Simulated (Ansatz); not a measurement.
Ansatz (a first-principles code) input:

Ansatz 0.2 input:
```yaml
crystal:
  periodic: [false, false, false]
  atoms:
    - {symbol: Cu, position_ang: [-0.00000000, -0.00000000, -1.68966090]}
    - {symbol: I, position_ang: [0.00000000, 0.00000000, 0.92453144]}
basis:
  gaussian:
    orbitals: def2-TZVP
hamiltonian:
  xc: b3lyp
  dispersion: d3bj
total_charge: -1
magnetization: {spin_polarized: true, initial_magnetization: 1}
phonons: {temperatures: {t_min: 298.15, t_max: 298.15, t_step: 100}}
```

**Question.** What final total energy does it print?

**Answer.** -1938.47635 Eh (B3LYP-D3(BJ)/def2-TZVP). The basis has 95 functions.

The spin state was set by rule; other spins were not relaxed.
